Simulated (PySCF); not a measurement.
Distorted geometries of [La(NH3)3]3+

[La(NH3)3]3+ (singlet). PySCF 2.14.0, RKS BP86, La lcecp-1-SVP with ECP46, N def2-SVP, H def2-SVP; non-relativistic Hamiltonian with scalar-relativistic core potentials where named; density fitting; no spin-orbit coupling. Relaxed geometry:

```xyz
13

La    0.0000    0.0000    0.0084
N     2.5774    0.0009   -0.0055
H     3.0323   -0.2517    0.9023
H     3.0279   -0.6622   -0.6774
H     3.0297    0.9134   -0.2424
N    -1.2895    2.2317   -0.0055
H    -1.2981    2.7519    0.9023
H    -0.9404    2.9533   -0.6774
H    -2.3059    2.1671   -0.2424
N    -1.2879   -2.2326   -0.0055
H    -1.7342   -2.5002    0.9023
H    -2.0874   -2.2911   -0.6774
H    -0.7239   -3.0805   -0.2424
```

Question: Order these distorted geometries by energy above the relaxed one, lowest first.
A.
```xyz
13

La    0.0335    0.0414    0.0198
N     2.5885   -0.0089   -0.0130
H     3.0412   -0.2791    0.8906
H     3.0611   -0.7282   -0.6631
H     3.0118    0.9212   -0.2334
N    -1.3136    2.2536   -0.0565
H    -1.3059    2.7445    0.9503
H    -0.9927    3.0181   -0.6367
H    -2.3015    2.1995   -0.2657
N    -1.2657   -2.2595   -0.0363
H    -1.7141   -2.4872    0.8859
H    -2.0679   -2.3127   -0.6880
H    -0.7746   -3.1026   -0.2150
```
B.
```xyz
13

La   -0.0264   -0.0054    0.0504
N     2.5995    0.0116    0.0125
H     3.0268   -0.1242    0.8969
H     3.0432   -0.7418   -0.6877
H     2.9498    0.8963   -0.2912
N    -1.3166    2.1631    0.0108
H    -1.1985    2.7305    0.8060
H    -1.0402    3.0251   -0.7707
H    -2.2419    2.1891   -0.2081
N    -1.2849   -2.2732    0.0428
H    -1.7546   -2.4779    0.9935
H    -2.0801   -2.3439   -0.7233
H    -0.6761   -3.0493   -0.1929
```
C.
```xyz
13

La   -0.1166   -0.0442    0.0856
N     2.7540   -0.0659    0.0667
H     2.8415   -0.2199    0.8970
H     3.0874   -0.5931   -0.7548
H     2.9772    0.9353   -0.2202
N    -1.2614    2.3812    0.2677
H    -1.3462    2.9024    0.8103
H    -0.8688    2.7750   -0.6524
H    -2.2963    2.0697   -0.2584
N    -1.1622   -2.2373   -0.0640
H    -1.7348   -2.5064    0.9184
H    -2.0977   -2.1630   -0.8522
H    -0.7761   -3.2339   -0.3046
```

Answer: A (0.28 eV), B (1.04 eV), C (6.50 eV).

Question: Which forces (eV/Å) act in the one that lies 6.50 eV up?

Answer: 
```
La    1.39   0.83   0.35
N    -4.46   5.05 -14.97
H     2.94  -3.16  13.29
H     0.66  -0.92   0.87
H     0.22  -0.89   0.89
N     1.12 -23.36 -25.94
H    -3.69  20.82  21.41
H    -0.12   0.55   1.60
H     2.60   1.60   2.49
N    -4.45  -2.08  -0.07
H     1.29   0.61  -2.52
H     2.74  -0.52   2.44
H    -0.23   1.47   0.16
```
Forces carry noise of the integration grid, about 0.01 to 0.03 eV/Å.

A frequency check found unstable modes (4, the lowest at -54 cm⁻¹), so the relaxed geometry is probably a saddle point.
